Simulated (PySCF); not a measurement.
# Fine-structure interval of Ce³¹⁺ by level of theory

Ce³¹⁺ [Ar] 3d9 [3d3/2^4 3d5/2^5, M_J = 5/2] → Ce³¹⁺ [Ar] 3d9 [3d3/2^3 3d5/2^6, M_J = 3/2], as a difference of total energies. Calculation: PySCF 2.14, in an uncontracted even-tempered set (16 s from 5.2 bohr⁻², ratio 2.8; 12 p from 6.8 bohr⁻², ratio 2.8; 8 d from 6.8 bohr⁻², ratio 2.8; 3 f from 28 bohr⁻², ratio 3); the two-component X2C-1e Hamiltonian. Correlated levels: [Ne] frozen; the 74 highest virtual spinors dropped. "Screened" scales the spin-orbit matrix elements by Boettger's factors to mimic the two-electron term; Breit and QED terms are absent.

| method | fine-structure interval (cm⁻¹) |
| --- | --- |
| GHF (screened spin-orbit) | 162980 |
| GMP2 (screened spin-orbit) | 162760 |
| GHF (bare spin-orbit) | 197170 |
